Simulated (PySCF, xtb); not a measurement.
ClGeH3Se, SMILES Cl[Se][GeH3].

GFN2-xTB run with xtb at its own geometry gives an orbital gap of 2.85 eV and a dipole moment of 1.76 D.

Geometry: B3LYP-D3(BJ)/def2-SVP. The structure was generated by enumeration, and PubChem lists no compound with its InChIKey, so it may never have been made.

### Question
What does PBE/def2-TZVPD run with PySCF give? (Estimate from the structure and the level; the computed values follow.)

### Answer
gap 2.23 eV (levels -5.80 and -3.57 eV), dipole 2.04 D.
